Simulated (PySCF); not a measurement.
C6H15Al, SMILES [Al]([CH2]C)([CH2]C)[CH2]C at its GFN2-xTB optimised geometry (Å):

```
22

C      0.9481    -2.2947    -0.0677
C      1.8331    -1.0518    -0.2556
Al     0.8247     0.6685     0.0000
C     -1.1882     0.6685     0.0000
C     -1.7816     2.0866     0.0000
C      1.8543     2.3659     0.3104
C      1.9812     2.7619     1.7933
H      0.5552    -2.3355     0.9475
H      1.5037    -3.2147    -0.2546
H      0.0988    -2.2681    -0.7496
H      2.6825    -1.1115     0.4410
H      2.2911    -1.0996    -1.2548
H     -1.5841     0.1213    -0.8683
H     -1.5831     0.1255     0.8715
H     -1.4118     2.6589     0.8502
H     -2.8709     2.0647     0.0546
H     -1.4982     2.6208    -0.9063
H      2.8709     2.2660    -0.1018
H      1.4066     3.2147    -0.2284
H      2.5481     3.6865     1.9111
H      0.9987     2.9093     2.2400
H      2.4873     1.9796     2.3578
```

Computed with B3LYP/def2-SVP run with PySCF. Cells within 0.4 Å of a nucleus heavier than hydrogen are left out (blank, or x).

Map of the HOMO−1 amplitude (bohr^(-3/2)) on the plane z = 0.0 Å; orbital energy -6.76 eV, overall sign arbitrary:

```
|444444444444444444444444444|
|444444444444444444444444444|
|444444444444444444444444444|
|444444444444444444444444444|
|444444444444444444444444444|
|444444444333344445554444444|
|444444444333333345655444444|
|44444555532333332x666544444|
|44444576xx23443200355444444|
|444445554234543210234444444|
|444444443247764311233444444|
|4444443320xx974x32233444444|
|4444433310x9974x32333444444|
|444443332236765432334444444|
|444443333334554322344444444|
|44444433334444432x444444444|
|44444443334444433x554444444|
|444444444444444334444444444|
|444444444444444xx4444444444|
|444444444444444x33444444444|
|444444444444444333444444444|
|444444444444444433444444444|
|444444444444444433444444444|
|444444444444444444444444444|
|444444444444444444444444444|
|444444444444444444444444444|
|444444444444444444444444444|
```
Scale: ten equal steps from -0.156 (start of '0') to 0.221 (end of '9'), in the order '0123456789'; x runs from -5.50 to 5.50, y from -5.50 (bottom) to 5.50 (top).
